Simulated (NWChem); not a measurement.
System: CH$_{3}$NO$_{2}$Si; SMILES N#CO[SiH2]O

```xyz
8

N      0.6000    -2.4870    -0.3397
C      0.0228    -1.5631     0.0771
O     -0.6223    -0.5525     0.5599
Si    -0.4736     1.0264    -0.1035
O      1.0070     1.6717     0.1958
H     -1.4637     1.7965     0.6593
H     -0.7548     0.8808    -1.5496
H      1.7644     1.3817    -0.3324
```
Atoms are numbered in this order, from 1.

Computed with NWChem. Coordinates come from a B3LYP/6-31G* (spherical d) optimisation. Level: PBE0/aug-cc-pVDZ; the question gives the wavelength of the field.

Q: What does the run give for field 1065 nm? Quantities: isotropic polarisability (bohr³); anisotropy (bohr³).

A: 
```
Quantity                          Result
--------------------------------  ------
isotropic polarisability (bohr³)    49.6
anisotropy (bohr³)                  21.2
```
